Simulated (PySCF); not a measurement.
# Computed properties of Al(OH)2 (AlH2O2), SMILES [OH][Al+][OH], charge +1

Al(OH)2 (AlH2O2), SMILES [OH][Al+][OH], charge +1. Geometry: B3LYP-D3(BJ)/def2-TZVP. The spin state was assumed, not searched. The isomer is the one that the SMILES or the coordinates give; other isomers of the formula were not compared. One conformer was computed; it need not be the lowest. All values are computed for the isolated molecule unless a solvent is named; none is compared with measurement here.

**Structure.** The optimised structure has C2 symmetry. All 9 harmonic modes at B3LYP-D3(BJ)/def2-TZVP (PySCF) are real, so it is a minimum. With heavy atoms numbered as in [Al+:1]([OH:2])[OH:4], the shortest bond between them is Al1–O2 at 1.602 Å and the longest Al1–O4 at 1.602 Å.

**Vibrations.** The strongest infrared lines (harmonic, unscaled, degenerate partners summed) lie at 3908 cm⁻¹ (897 km/mol, H 94 %), 62 cm⁻¹ (341 km/mol, H 43 %, O 35 %, Al 22 %), 181 cm⁻¹ (203 km/mol, Al 47 %, O 45 %). The softest mode is at 62 cm⁻¹ and the zero-point energy is 15.5 kcal/mol.

**Electronic structure.** PBE0/def2-TZVPD (PySCF) places the frontier levels at -15.97 and -8.31 eV, a gap of 7.66 eV and a mean polarisability of 23.4 bohr³. PBE/def2-TZVPD (PySCF) at the same geometry gives -14.27 and -9.29 eV, so its gap is 2.68 eV narrower. An orbital gap is neither the optical nor the fundamental gap.

**Excitations.** TDDFT-CAM-B3LYP/def2-SVPD (PySCF) has S1 at 6.05 eV (205 nm, f = 0.001, dark); the most intense of the 10 singlets computed lies at 6.73 eV (f = 0.08). T1 (TDA) is at 5.68 eV. TDDFT-PBE/def2-SVPD (PySCF) puts S1 at 5.19 eV. No vertical singlet excitation falls in the visible range (under 3.1 eV).

**NMR.** GIAO shifts at B3LYP/pcSseg-2 (PySCF) (non-relativistic, atoms alike by connectivity averaged): ¹H at 4.6 ppm against TMS.
